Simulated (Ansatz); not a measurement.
Coupled-cluster diagnostics for Au2O2⁻, Ansatz.

Geometry of the doublet (PBE-D4/def2-TZVPD):

```xyz
4

Au    0.680    0.403    0.227
Au   -1.999   -1.246   -0.865
O    -1.045   -0.314    0.631
O     2.364    1.157    0.007
```

In the def2 sets Au takes a core potential; there is no spin–orbit coupling. Correlated methods freeze 2 core orbitals; core or outer-core shells of Au are correlated, in sets that lack core-valence functions. Another isomer (doublet) lies 0.56 eV lower at PBE0-D4/def2-TZVPD; other spin states weren't run for this one.

**Question.** Estimate the CCSD(T) correlation energy, the shares of MP2 and (T), T1 and the reference's ⟨S²⟩ for: charge -1, doublet, own geometry in def2-SVPD; and the rough time on 4 threads of Intel Xeon on a shared host.

**Answer.** 
```json
{"state": "charge -1, doublet, own geometry", "basis": "def2-SVPD", "correlation (eV)": "-30.093", "MP2 share (%)": "97.9", "(T) share (%)": "3.8", "T1": "0.050", "⟨S²⟩ (pure)": "1.79 (0.75)", "wall time": "92 s", "remarks": "flagged by the program, large T1, spin-contaminated"}
```
Customary marks for T1 are 0.02 (closed shells), 0.045 (open shells) and about 0.05 (3d metals). T1 exceeds 0.02 in 1 of 1 rows and 0.045 in 1; the higher it lies, the less the single-reference result can be trusted.
